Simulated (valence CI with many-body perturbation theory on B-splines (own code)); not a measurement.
## Dy61+: fill in the table

Level of theory: relativistic CI+MBPT: three valence electrons over a frozen Dirac-Fock core [He], a basis of 11 s, 11 p, 9 d, 7 f, 5 g, 2 h, 1 i functions for each j, with the one-electron correlation potential Σ1, the two-electron term Σ2, the three-electron term Σ3, Breit, model QED; selected CI, second order for the rest (own B-spline code, finite nucleus).

The last digits are not significant, and no measured levels were compared; by estimate large intervals hold to a few tenths of a per cent, small ones and those within an open d or f shell to about a per cent.

```
                     Level  E (Ry)
        (2s^2 2p1/2) J=1/2    0.00
        (2s 2p1/2^2) J=1/2   16.45
        (2s^2 2p3/2) J=3/2   64.07
(2s 2p1/2 2p3/2) J=3/2 [a]       ?
    (2s 2p1/2 2p3/2) J=5/2   78.36
    (2s 2p1/2 2p3/2) J=1/2       ?
(2s 2p1/2 2p3/2) J=3/2 [b]       ?
     (2p1/2^2 2p3/2) J=3/2  100.28
        (2s 2p3/2^2) J=5/2       ?
        (2s 2p3/2^2) J=1/2  147.91
        (2s 2p3/2^2) J=3/2  147.97
     (2p1/2 2p3/2^2) J=3/2  161.27
     (2p1/2 2p3/2^2) J=5/2  162.89
     (2p1/2 2p3/2^2) J=1/2  166.51
           (2p3/2^3) J=3/2       ?
           (2s^2 3s) J=1/2  599.49
        (2s^2 3p1/2) J=1/2  605.02
   (2s 2p1/2 3s) J=1/2 [a]  610.49
       (2s 2p1/2 3s) J=3/2  612.28
   (2s 2p1/2 3s) J=1/2 [b]       ?
```

Levels are named by their leading jj configuration (3d3/2^4 stands for four electrons in 3d with j = 3/2), which in mixed levels can hold well under half, so a name can repeat and another be missing. Letters in brackets count levels of one name in rising energy.

Task: The levels stand in rising order. What does the calculation give for the missing energies?

Result: (2s 2p1/2 2p3/2) J=3/2 [a] 75.58; (2s 2p1/2 2p3/2) J=1/2 82.93; (2s 2p1/2 2p3/2) J=3/2 [b] 83.07; (2s 2p3/2^2) J=5/2 140.98; (2p3/2^3) J=3/2 228.19; (2s 2p1/2 3s) J=1/2 [b] 614.22.
